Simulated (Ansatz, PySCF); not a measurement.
but-1-en-3-yne (C4H4), SMILES C#CC=C. Atoms are numbered in the order given.

```xyz
8

C      0.1769    -1.9112     0.0000
C     -0.1158    -0.7330     0.0000
C     -0.4925     0.6400     0.0000
C      0.3717     1.6649     0.0000
H      0.4436    -2.9518     0.0000
H     -1.5705     0.8419     0.0000
H      1.4519     1.4996     0.0000
H      0.0135     2.6968     0.0000
```

The structure is a stationary point at PBE0-D3(BJ)/def2-SVP.

Two levels are set side by side: PBE-D3(BJ)/def2-SVP (Ansatz, a first-principles code) and PBE0-D3(BJ)/def2-SVP (Ansatz). Each level has its own optimised geometry; the coordinates shown are those of the second. Frequencies come from the Hessian of PySCF at each geometry. Differences are taken from unrounded values.

```tsv
quantity	PBE0-D3(BJ)
mean bond length (Å)	1.191
bond C1–C2 (Å)	1.214
bond C2–C3 (Å)	1.424
bond C3–C4 (Å)	1.341
bond C1–H5 (Å)	1.074
bond C3–H6 (Å)	1.097
bond C4–H7 (Å)	1.093
bond C4–H8 (Å)	1.092
highest harmonic wavenumber (cm⁻¹)	3490
mean harmonic wavenumber (cm⁻¹)	1497
zero-point energy (kcal/mol)	38.51
```

Task: What does PBE-D3(BJ) give, and how far is it from PBE0-D3(BJ)? (An estimate is asked for; the answer gives what the named calculation found.)

Result: 
```csv
quantity,PBE-D3(BJ),PBE-D3(BJ) minus PBE0-D3(BJ)
mean bond length (Å),1.199,0.008
bond C1–C2 (Å),1.227,0.013
bond C2–C3 (Å),1.423,0.000
bond C3–C4 (Å),1.354,0.013
bond C1–H5 (Å),1.081,0.007
bond C3–H6 (Å),1.106,0.009
bond C4–H7 (Å),1.101,0.008
bond C4–H8 (Å),1.100,0.008
highest harmonic wavenumber (cm⁻¹),3407,-82
mean harmonic wavenumber (cm⁻¹),1444,-53
zero-point energy (kcal/mol),37.15,-1.37
```

Exact exchange shortens and stiffens bonds; PBE has none. Differences between two approximate levels are no errors against the true value.
